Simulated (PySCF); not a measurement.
**Diatomics with 23 electrons**

CCSD(T) in PySCF with def2-SVPD on every atom, for the lowest determinant that a PBE0 search found; no spin–orbit coupling. All have 23 electrons, 3 of them in the valence shells, and the same state, a doublet (σ ↑). For ions De leads to the atom and ion picked by measured ionisation energies and electron affinities.

| species | difference of nuclear charges | Re (Å) | ωe (cm⁻¹) | k (mdyn/Å) | De (eV) | dissociates to |
| --- | --- | --- | --- | --- | --- | --- |
| Na₂⁻ | 0 | 3.642 | 103 | 0.0713 | 0.71 | Na + Na⁻ |
| NaAl⁺ | 2 | 3.472 | 128 | 0.120 | 0.79 | Na⁺ + Al |
| KB⁺ | 14 | 3.454 | 133 | 0.0889 | 0.32 | K⁺ + B |
| CaBe⁺ | 16 | 3.271 | 191 | 0.158 | 0.35 | Ca⁺ + Be |

Which member of the whole set has the stiffest bond, and how does it compare with the softest?

CaBe⁺ with k = 0.158 mdyn/Å, 2.2 times that of Na₂⁻.

Correlated steps freeze the inner cores (2 to 6 orbitals); shallow outer-core shells are correlated. UHF and ROHF references stand side by side, which adds small steps between rows. Weak bonds: CaBe⁺, KB⁺. Basis-set superposition, not corrected here, can be much of De in a small basis, most of all at correlated wavefunction levels. For an ion De counts to the pair picked by the measured ionisation energies or electron affinities, which need not be the lowest pair at this level. States were picked by a PBE0 search and need not be the measured ground states.
